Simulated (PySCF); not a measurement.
## Radial density of P⁻ (phosphorus, charge -1)

M06-2X, [Ne] 3s2 3p4, high-spin 3P determinant. Calculation: PySCF 2.14, in dyall-acv3z (19s12p6d4f, 113 functions); the spin-free X2C one-electron Hamiltonian (Gaussian nucleus).

```
r (bohr)  4πr²ρ (e/bohr)  4πr²(ρα − ρβ)
 0.00175         0.09289         0.0000
 0.00294          0.2457         0.0000
 0.00494          0.6357         0.0000
 0.00831           1.584        -0.0001
  0.0140           3.699        -0.0002
  0.0235           7.724        -0.0002
  0.0396           13.38         0.0012
  0.0665           17.05         0.0099
   0.112           14.17         0.0445
   0.188           10.95         0.1280
   0.317           15.42         0.1696
   0.533           12.20         0.0258
   0.896           3.248         0.1368
    1.51           2.647         0.8145
    2.53           1.850         0.6808
    4.26          0.4411         0.1568
    7.17         0.04517         0.0001
    12.1        0.001260        -0.0004
```

Densities and radii are taken from the X2C orbitals without a picture-change correction, which distorts them close to the nucleus.

At M06-2X the highest occupied level has a positive energy, so only the finite basis holds that electron; in a semilocal or global hybrid functional this comes from self-interaction and does not mean that the real anion is unbound.
